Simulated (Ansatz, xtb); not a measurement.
**Relative energy of two isomers of C5H7ClO3**

Structure a is `CC(=O)O/C(O)=C\CCl`, a singlet and structure b is `CC(=O)O/C(O)=C/CCl`, a singlet. Both are isolated molecules in the gas phase, relaxed with PBE-D3(BJ)/def2-SVP; each stands in its lowest conformer found.

a (Å):

```xyz
16

C     1.1934   -2.1325    0.2915
C    -0.1615   -1.5338    0.0507
C    -1.1741    0.4506   -0.9244
C    -0.9153    1.6559   -1.4938
C     0.4446    2.1747   -1.7481
Cl    1.0679    3.2603   -0.3818
O    -1.2268   -2.0392    0.3951
O    -0.0630   -0.3476   -0.5996
O    -2.3849   -0.0356   -0.6733
H     1.7127   -2.2940   -0.6741
H     1.0836   -3.0892    0.8295
H     1.8150   -1.4286    0.8799
H    -2.2593   -0.9113   -0.1947
H    -1.7909    2.2869   -1.7011
H     1.1944    1.3692   -1.8385
H     0.4833    2.8144   -2.6483
```

b (Å):

```tsv
atom	x (Å)	y (Å)	z (Å)
C	-3.2553	2.4982	0.6377
C	-2.1443	1.8181	-0.1087
C	-0.1147	0.5531	0.3078
C	0.7313	0.1288	1.2798
C	1.9452	-0.6589	0.9749
Cl	1.7388	-2.4476	1.3778
O	-2.0531	1.7636	-1.3337
O	-1.2463	1.2666	0.7425
O	0.0359	0.3544	-0.9985
H	-3.7828	1.7640	1.2787
H	-3.9590	2.9501	-0.0816
H	-2.8403	3.2756	1.3094
H	-0.7065	0.8525	-1.4618
H	0.4534	0.3371	2.3214
H	2.2015	-0.6191	-0.0991
H	2.8177	-0.3385	1.5745
```

Problem. Which of the two would you expect CCSD(T)/def2-SVP + ΔMP2/def2-TZVPP electronic energies to favour?

Solution. CCSD(T)/def2-SVP + ΔMP2/def2-TZVPP gives E(b) − E(a) = −0.023 eV, slightly favouring structure b, which is too small a margin to settle the true order.

The same difference at several levels:

| level | geometry | E(b) − E(a) (eV) | departure from the last row (eV) | job, with rough time for the two |
| --- | --- | --- | --- | --- |
| GFN2-xTB | GFN2-xTB | −0.006 | +0.017 | optimisation, 0.99 s |
| HF/STO-3G | GFN2-xTB | −0.019 | +0.004 | single point, 3.1 s |
| r2SCAN-D4/def2-SVP | GFN2-xTB | −0.020 | +0.003 | single point, 15 s |
| PBE-D3(BJ)/def2-SVP | PBE-D3(BJ)/def2-SVP | −0.014 | +0.008 | optimisation, 2.5 min |
| HF/def2-SVP | PBE-D3(BJ)/def2-SVP | −0.034 | −0.012 | part of the CCSD(T) run |
| MP2/def2-SVP | PBE-D3(BJ)/def2-SVP | −0.027 | −0.004 | part of the CCSD(T) run |
| CCSD(T)/def2-SVP | PBE-D3(BJ)/def2-SVP | −0.029 | −0.006 | single point |
| CCSD(T)/def2-SVP + ΔMP2/def2-TZVPP | PBE-D3(BJ)/def2-SVP | −0.023 |  | single point, 11 min |

As drawn, both hold the same kinds of bond in the same numbers.

The largest departure from CCSD(T)/def2-SVP + ΔMP2/def2-TZVPP is that of GFN2-xTB, 0.017 eV. A small imaginary or near-zero mode remains, so no thermal terms are given. The last row adds to CCSD(T) the change of the MP2 difference between the two basis sets, here +0.006 eV.

The correlated steps freeze 13 core orbitals. Run with Ansatz 0.2.0, xtb 6.7.1; the last row on 2 threads of Intel(R) Xeon(R) Processor @ 2.50GHz (Skylake/Cascade Lake) on a shared host.
